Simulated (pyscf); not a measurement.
H₂N–Zr(OH)(F)–F, singlet

Gas-phase minimum from PySCF at ωB97X-D3(BJ)/def2-SVP, one conformer. 

```
Zr
F 1 1.9169
F 1 1.9171 2 114.45
O 1 1.9202 2 108.45 3 121.11
H 4 0.9567 1 166.05 2 118.16
N 1 2.0278 2 106.82 4 120.76
H 6 1.0188 1 125.99 2 153.57
H 6 1.0189 7 108.14 1 -177.59
```
Charge 0, spin multiplicity 1.

Properties at ωB97X-D3(BJ)/def2-SVP:

* **Harmonic wavenumbers, unscaled**: 83, 151, 152, 173, 178, 209, 307, 329, 462, 493, 665, 669, 691, 741, 1514, 3575, 3662, 4030 cm⁻¹
* **Zero-point energy**: 25.9 kcal/mol
* **Rotational symmetry number**: 1
* **Entropy of this conformer at 298 K and 1 atm, rigid rotor and harmonic oscillator, modes under 100 cm⁻¹ raised to 100**: 373.5 J/(mol K)
* **Dipole moment**: 3.12 D

Single-point totals, which compare only within one level:

| level | total energy (hartree) |
|---|---|
| ωB97X-D3(BJ)/def2-TZVP | -379.01892 |
| PBE/def2-TZVP | -378.63817 |
| r²SCAN/def2-TZVP | -378.83436 |
| B3LYP-D3(BJ)/def2-TZVP | -378.98561 |
| PBE0-D3(BJ)/def2-TZVP | -378.60824 |
| M06-2X/def2-TZVP | -378.72855 |
| ωB97M-D3(BJ)/def2-TZVP | -378.97517 |

Soft torsions are taken as harmonic, which can shift the entropy by several J/(mol K). Elements past Kr carry the def2 core potentials, without spin-orbit coupling.
